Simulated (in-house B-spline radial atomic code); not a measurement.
Settings and results of a run for Eu³⁵⁺. Computed with a radial B-spline atomic code at the basis-set limit: Dirac-Kohn-Sham relativistic LDA, spherical fractional occupations, Fermi nucleus of rms radius 5.1115 fm.

Command:
```bash
python run_scf.py task.json out
```
Settings (nuclear radius in fm, mass in u):
```
Z                63
configuration    [Ar] 3d10
hamiltonian      dirac
method           lda_x_rel,vwn
spin_polarised   False
nucleus          fermi
rms_radius       5.1115
atomic_mass      152.92124
speed_of_light   137.035999084
```

Output (hartree, bohr):
```
 radial grid: 56 intervals, B-splines of order 8, outer radius 1.9328 bohr

 iter        energy (Eh)    residual
    1      -10040.379282    5.64e+00
    2      -10109.830667    1.46e+00
    3      -10114.178695    5.39e-01
    4      -10114.808323    1.97e-01
    5      -10114.902488    5.30e-02
    6      -10114.909613    4.71e-04
    7      -10114.909613    1.65e-06
    8      -10114.909613    3.34e-08

 total energy                    -10114.90961
 kinetic                           11003.4738
 electron-nucleus                 -23178.1565
 Hartree                            2227.0651
 exchange-correlation               -167.2920

 first-order corrections (not in the total)
   Gaunt                            10.4614
   retardation                      -1.0759
   frequency dependence             -0.1379
   self-energy                       7.5493
   Uehling                          -1.2011
   Wichmann-Kroll                    0.0370
   recoil                            0.0242

 orbital      occ     eigenvalue          <r>       <r^2>       <1/r>       r_max    small
 1s1/2      2.000     -1817.3371    0.0224072 0.000684524      69.928     0.01426  5.46e-02
 2s1/2      2.000      -341.7143    0.0946998   0.0106415     16.7029     0.08092  1.21e-02
 2p1/2      2.000      -327.4958    0.0790761  0.00772067      16.686     0.06113  1.21e-02
 2p3/2      4.000      -303.8116    0.0857366  0.00894314     14.8238     0.06683  1.13e-02
 3s1/2      2.000      -112.5522     0.245207   0.0686952     6.20234      0.2274  3.96e-03
 3p1/2      2.000      -106.4256      0.23406   0.0635633     6.12729       0.214  3.91e-03
 3p3/2      4.000      -101.3690     0.245927   0.0699363     5.65779      0.2257  3.68e-03
 3d3/2      4.000       -90.8695     0.216693    0.054921     5.54053      0.1783  3.56e-03
 3d5/2      6.000       -89.7404     0.220384   0.0566648     5.42275      0.1816  3.50e-03
```

Run time, properties included: 0.79 s on 1 thread of Arm Neoverse V2 (shared host).

For the Dirac Hamiltonian the kinetic term is c α·p + (β - 1)c².
